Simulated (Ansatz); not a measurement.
Ansatz (a quantum-chemistry and plane-wave program) input:
A basis named .json is the Basis Set Exchange file of that set.

Ansatz 0.2 input:
```yaml
crystal:
  periodic: [false, false, false]
  atoms:
    - {symbol: Al, position_ang: [-0.00653357, 0.01315504, -0.00794229]}
    - {symbol: F, position_ang: [-1.39024871, -0.84274989, -0.23757517]}
    - {symbol: F, position_ang: [0.07204872, 1.54413220, -0.58607768]}
    - {symbol: O, position_ang: [1.32366063, -0.62215038, 0.79430802]}
    - {symbol: H, position_ang: [1.35945132, -1.50625337, 1.16166128]}
basis:
  gaussian:
    orbitals: cc-pV_D+d_Z.json
magnetization: {spin_polarized: false}
correlation: {method: ccsd_t, electrons: outside_noble_gas}
```

Problem. Which total energy does the run end on?

Solution. -517.10736 Eh (CCSD(T)/cc-pV(D+d)Z). The basis has 70 functions.
